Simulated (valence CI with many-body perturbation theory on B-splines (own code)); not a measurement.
# Energy levels of Sn18+

Calculated by valence CI with perturbative core correlation (CI+MBPT): four valence electrons over a frozen Dirac-Fock core [Ar] 3d10, radial functions for each j: 11 s, 11 p, 10 d, 8 f, 5 g, 2 h, with the one-electron correlation potential Σ1, the two-electron term Σ2, the three-electron term Σ3, Breit, model QED; selected CI, second order for the rest, scaled by the run's own slope (own B-spline code, finite nucleus).

No measured levels were compared; by estimate levels hold to about 250 cm⁻¹ or 0.2 % of their energy and the worst to 1 %, as in measured heavy ions of charge 2 to 7; those with d or f electrons hold less well. Among the levels kept, up to 560 cm⁻¹ of a level comes from second order outside the variational space, and about a tenth of that is noise between levels of different J, which matters for small intervals.

Levels 91 to 135 of 186, with energies above the lowest level, 4s2 4p2 3P_0. "Leading %" is the weight of the configuration and term that name the level; weights of strongly mixed levels are sums over their largest components and can fall short. In the jj column 3d3/2^4 stands for four electrons in 3d with j = 3/2. Lifetimes count E1, E2, E3, M1 and M2 decay at the calculated energies, and are blank where another channel may lead or the interval is too uncertain; long ones can be off by a factor of two.

| No. | Configuration | Term | J | E (cm⁻¹) | Leading % | Leading jj | Lifetime | Second component |
| --- | --- | --- | --- | --- | --- | --- | --- | --- |
| 91 | 4s 4p2 4d | 1D | 2 | 1359300 | 48 | 4s 4p3/2^2 4d5/2 (33 %) | 3.76 ps | 23 % 4s2 4p 4f 3F |
| 92 | 4s2 4p 4f | 3G | 3 | 1363000 | 25 | 4s^2 4p1/2 4f7/2 (36 %) | 4.57 ps | 20 % 4s2 4p 4f 3D |
| 93 | 4s2 4d2 | 1G | 4 | 1394100 | 26 | 4s^2 4d5/2^2 (43 %) | 12.3 ps | 23 % 4s2 4d2 3F |
| 94 | 4s2 4d2 | 3F | 3 | 1406400 | 44 | 4s^2 4d3/2 4d5/2 (44 %) | 3.88 ps | 28 % 4s2 4p 4f 3D |
| 95 | 4s2 4p 4f | 3G | 4 | 1408600 | 52 | 4s^2 4p3/2 4f5/2 (42 %) | 5.18 ps | 26 % 4s2 4d2 3F |
| 96 | 4s2 4d2 | 3F | 2 | 1411500 | 36 | 4s^2 4d3/2 4d5/2 (35 %) | 3.44 ps | 18 % 4s2 4p 4f 1D |
| 97 | 4s2 4d2 | 1D | 2 | 1427200 | 34 | 4s^2 4d3/2^2 (43 %) | 2.82 ps | 16 % 4s2 4p 4f 3D |
| 98 | 4s2 4d2 | 3P | 0 | 1431000 | 84 | 4s^2 4d3/2^2 (67 %) | 2.87 ps | 9 % 4s 4p2 4d 3P |
| 99 | 4s2 4p 4f | 3G | 5 | 1431400 | 95 | 4s^2 4p3/2 4f7/2 (95 %) | 5.96 ps |  |
| 100 | 4s2 4d2 | 3P | 1 | 1437200 | 87 | 4s^2 4d3/2 4d5/2 (87 %) | 3.06 ps | 9 % 4s 4p2 4d 3P |
| 101 | 4s2 4d2 | 3P | 2 | 1447600 | 72 | 4s^2 4d5/2^2 (56 %) | 3.32 ps | 8 % 4s2 4d2 1D |
| 102 | 4s2 4p 4f | 1F | 3 | 1450700 | 46 | 4s^2 4p3/2 4f7/2 (42 %) | 3.51 ps | 15 % 4s2 4p 4f 3D |
| 103 | 4p3 4d | 3F° | 2 | 1456400 | 40 | 4p1/2^2 4p3/2 4d3/2 (77 %) | 28.7 ps | 23 % 4p3 4d 3D° |
| 104 | 4s2 4p 4f | 3D | 1 | 1464100 | 87 | 4s^2 4p3/2 4f5/2 (87 %) | 4.40 ps | 10 % 4s 4p2 4d 3D |
| 105 | 4p3 4d | 5D° | 3 | 1464400 | 30 | 4p1/2^2 4p3/2 4d3/2 (65 %) | 22.2 ps | 18 % 4p3 4d 3F° |
| 106 | 4s2 4p 4f | 3F | 4 | 1466500 | 42 | 4s^2 4p3/2 4f7/2 (33 %) | 2.75 ps | 35 % 4s2 4d2 3F |
| 107 | 4s2 4p 4f | 3D | 2 | 1467200 | 51 | 4s^2 4p3/2 4f5/2 (59 %) | 3.41 ps | 24 % 4s2 4p 4f 3F |
| 108 | 4p3 4d | 5D° | 0 | 1467800 | 47 | 4p1/2^2 4p3/2 4d3/2 (81 %) | 19.8 ps | 30 % 4p3 4d 3P° |
| 109 | 4s2 4p 4f | 3F | 3 | 1469200 | 39 | 4s^2 4p3/2 4f7/2 (34 %) | 2.97 ps | 22 % 4s2 4p 4f 3D |
| 110 | 4p3 4d | 5D° | 1 | 1474900 | 59 | 4p1/2^2 4p3/2 4d3/2 (74 %) | 14.5 ps | 18 % 4p3 4d 3P° |
| 111 | 4p3 4d | 5D° | 4 | 1480000 | 46 | 4p1/2^2 4p3/2 4d5/2 (83 %) | 20.9 ps | 29 % 4p3 4d 3F° |
| 112 | 4p3 4d | 5D° | 2 | 1488600 | 44 | 4p1/2^2 4p3/2 4d5/2 (62 %) | 15.8 ps | 27 % 4p3 4d 3D° |
| 113 | 4s2 4d2 | 1S | 0 | 1502900 | 82 | 4s^2 4d5/2^2 (68 %) | 3.29 ps | 9 % 4s 4p2 4d 1S |
| 114 | 4p3 4d | 3G° | 3 | 1503900 | 34 | 4p1/2^2 4p3/2 4d5/2 (40 %) | 23.1 ps | 18 % 4p3 4d 3F° |
| 115 | 4p3 4d | 3F° | 2 | 1514500 | 38 | 4p1/2 4p3/2^2 4d3/2 (83 %) | 25.8 ps | 30 % 4p3 4d 3D° |
| 116 | 4p3 4d | 1S° | 0 | 1514800 | 53 | 4p1/2 4p3/2^2 4d3/2 (63 %) | 26.1 ps | 34 % 4p3 4d 5D° |
| 117 | 4s2 4p 4f | 1D | 2 | 1515400 | 55 | 4s^2 4p3/2 4f7/2 (50 %) | 3.40 ps | 22 % 4s2 4d2 1D |
| 118 | 4p3 4d | 3D° | 1 | 1517500 | 72 | 4p1/2 4p3/2^2 4d3/2 (67 %) | 23.4 ps | 14 % 4p3 4d 5D° |
| 119 | 4p3 4d | 3F° | 3 | 1520200 | 39 | 4p1/2 4p3/2^2 4d3/2 (75 %) | 31.6 ps | 14 % 4p3 4d 3D° |
| 120 | 4s2 4p 4f | 1G | 4 | 1530100 | 50 | 4s^2 4d3/2 4d5/2 (28 %) | 2.42 ps | 40 % 4s2 4d2 1G |
| 121 | 4p3 4d | 3D° | 3 | 1530500 | 45 | 4p1/2 4p3/2^2 4d5/2 (87 %) | 22.2 ps | 30 % 4p3 4d 5D° |
| 122 | 4p3 4d | 3G° | 4 | 1532400 | 46 | 4p1/2 4p3/2^2 4d3/2 (59 %) | 32.6 ps | 20 % 4p3 4d 3F° |
| 123 | 4p3 4d | 3F° | 4 | 1538800 | 51 | 4p1/2 4p3/2^2 4d5/2 (77 %) | 33.2 ps | 14 % 4p3 4d 5D° |
| 124 | 4p3 4d | 3D° | 1 | 1546800 | 60 | 4p1/2^2 4p3/2 4d5/2 (58 %) | 13.0 ps | 10 % 4p3 4d 3P° |
| 125 | 4p3 4d | 1G° | 4 | 1547300 | 57 | 4p1/2 4p3/2^2 4d5/2 (62 %) | 32.5 ps | 13 % 4p3 4d 3F° |
| 126 | 4p3 4d | 3G° | 5 | 1550100 | 82 | 4p1/2 4p3/2^2 4d5/2 (82 %) | 43.1 ps | 11 % 4s 4p 4d2 3G° |
| 127 | 4p3 4d | 1D° | 2 | 1571800 | 38 | 4p1/2 4p3/2^2 4d3/2 (63 %) | 17.2 ps | 30 % 4p3 4d 3F° |
| 128 | 4p3 4d | 1P° | 1 | 1573700 | 36 | 4p1/2 4p3/2^2 4d5/2 (47 %) | 8.58 ps | 17 % 4p3 4d 3P° |
| 129 | 4p3 4d | 3P° | 0 | 1584000 | 65 | 4p1/2 4p3/2^2 4d5/2 (50 %) | 14.0 ps | 13 % 4p3 4d 1S° |
| 130 | 4p3 4d | 3P° | 2 | 1593300 | 24 | 4p1/2 4p3/2^2 4d3/2 (30 %) | 7.14 ps | 15 % 4p3 4d 3F° |
| 131 | 4s 4p 4d2 | 5G° | 2 | 1599700 | 34 | 4s 4p1/2 4d3/2^2 (30 %) | 11.4 ps | 26 % 4p3 4d 3P° |
| 132 | 4p3 4d | 3F° | 3 | 1602100 | 28 | 4p1/2 4p3/2^2 4d5/2 (35 %) | 7.09 ps | 25 % 4p3 4d 3D° |
| 133 | 4p3 4d | 3D° | 2 | 1606500 | 36 | 4p1/2 4p3/2^2 4d5/2 (69 %) | 17.4 ps | 22 % 4p3 4d 3P° |
| 134 | 4p3 4d | 3P° | 1 | 1606800 | 53 | 4p1/2 4p3/2^2 4d3/2 (48 %) | 5.69 ps | 16 % 4p3 4d 3D° |
| 135 | 4p3 4d | 3F° | 2 | 1610200 | 26 | 4p1/2 4p3/2^2 4d5/2 (34 %) | 10.7 ps | 17 % 4s 4p 4d2 5G° |

Names give the largest LS component (configuration and term), which can be under half, so a name can repeat, a term be missing and a line seem to break the LS rules; names also repeat where a configuration has a term twice.

Where two levels of one J and parity lie close, their mixing, g and order are uncertain.
